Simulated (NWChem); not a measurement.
**Electron attachment to H₃Si₂**

```xyz
5

Si    -0.5138    -1.1218     0.0335
Si     0.3584     0.9844    -0.0358
H      0.8872    -1.6877    -0.2196
H      1.7712     1.3878     0.2658
H     -0.4817     2.2240    -0.0139
```
Charge 0, spin multiplicity 2.

Program: NWChem. Structure: optimised with UPBE0/def2-SVP, a minimum by its harmonic frequencies. It is one conformer; others weren't searched.

Basis set: def2-TZVPD. The species with one electron more has spin multiplicity 1 and keeps the geometry of the parent. Δ marks differences of total energies (open shells unrestricted). −ε marks an orbital energy of the parent. That orbital need not have the symmetry of the hole or added electron in the Δ rows. The basis adds only a small set of diffuse functions.

B3LYP has NWChem's definition, with VWN1-RPA local correlation. This spin state was chosen for the runs; another may lie lower. The structure started from a generated list of species. No SCF solution was tested for a lower state.

For the vertical electron affinity, −ε(beta LUMO) of PBE gives 4.55 eV and −ε(beta LUMO) of BP86 gives 4.65 eV. What do −ε(beta LUMO) of B3LYP, −ε(beta LUMO) of BHandHLYP, ΔBHandHLYP give?

−ε(beta LUMO) of B3LYP: 3.95 eV; −ε(beta LUMO) of BHandHLYP: 2.77 eV; ΔBHandHLYP: 1.73 eV.
